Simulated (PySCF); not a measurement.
Ligand exchange on a metal centre used in film growth or etching (Y F-OH). Isolated molecules, 0 K electronic values unless said otherwise. One relaxed conformer stands for each flexible species; it need not be the lowest.

Computed with PBE-D3(BJ)/def2-TZVP // TPSS-D3(BJ)/def2-SVP (PySCF 2.14.0). 

```tsv
species	mean distance from the central atom to its bonded neighbours (Å)	HOMO–LUMO gap (eV)	LUMO (eV)
0 of 3 F replaced by OH	2.004	5.40	-3.16
1 of 3 F replaced by OH	2.015	4.28	-2.78
2 of 3 F replaced by OH ([Y(F)(OH)2])	2.026	4.27	-2.43
3 of 3 F replaced by OH ([Y(OH)3])	2.036	4.11	-2.10
```
